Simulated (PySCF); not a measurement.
# Radial density of Al (aluminium, neutral)

B3LYP, [Ne] 3s1 3p1 3d1, one real determinant (an excited configuration). Calculation: PySCF 2.14, in dyall-acv3z (19s12p6d4f, 113 functions); scalar relativity by spin-free X2C-1e.

| r (bohr) | 4πr²ρ (e/bohr) | 4πr²(ρα − ρβ) |
| --- | --- | --- |
| 0.00224 | 0.09369 | 0.0002 |
| 0.00377 | 0.2483 | 0.0006 |
| 0.00635 | 0.6420 | 0.0016 |
| 0.0107 | 1.592 | 0.0040 |
| 0.0180 | 3.670 | 0.0092 |
| 0.0302 | 7.472 | 0.0184 |
| 0.0508 | 12.34 | 0.0286 |
| 0.0854 | 14.53 | 0.0284 |
| 0.144 | 10.91 | 0.0226 |
| 0.242 | 8.795 | 0.0848 |
| 0.407 | 12.49 | 0.1720 |
| 0.684 | 8.950 | 0.0228 |
| 1.15 | 2.081 | 0.2154 |
| 1.93 | 0.9574 | 0.8908 |
| 3.25 | 0.5891 | 0.5889 |
| 5.47 | 0.2201 | 0.2201 |
| 9.21 | 0.06064 | 0.0606 |
| 15.5 | 3.127e-05 | 0.0000 |

Densities and radii are taken from the X2C orbitals without a picture-change correction, which distorts them close to the nucleus.

⟨L²⟩ = 8.01 against 12 for a pure F term, so this real determinant mixes terms. The outer electron is Rydberg-like, and this basis confines it to a smaller radius and binds it less than a complete one would.
